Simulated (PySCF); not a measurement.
Electronic structure of C²⁺ (carbon, charge +2) at the UHF level

Configuration: [He] 2s2, closed-shell 1S. Computed with PySCF 2.14 in cc-pVTZ-DK (4s3p2d1f, 30 functions), with scalar relativity by spin-free X2C-1e.

```json
{"Total energy": "-36.422641 hartree", "One-electron energy": "-44.1490 hartree", "Hartree (Coulomb) energy": "12.0447 hartree", "Exchange energy": "-4.3184 hartree", "⟨S²⟩": "0.0000", "⟨L²⟩": "0.000", "Sum of ⟨r⟩": "3.277 bohr", "Sum of ⟨r²⟩": "4.623 bohr²", "Langevin diamagnetic susceptibility": "-3.66 ×10⁻⁶ cm³/mol", "Time after the integrals": "0.05 s of wall time on 1 thread of Neoverse-V1 (shared host)"}
```

```
shell  electrons  mean orbital energy (hartree)  rms radius, mean of both spins (bohr)
   1s          2                      -12.65359                                  0.310
   2s          2                       -1.69454                                   1.49
```
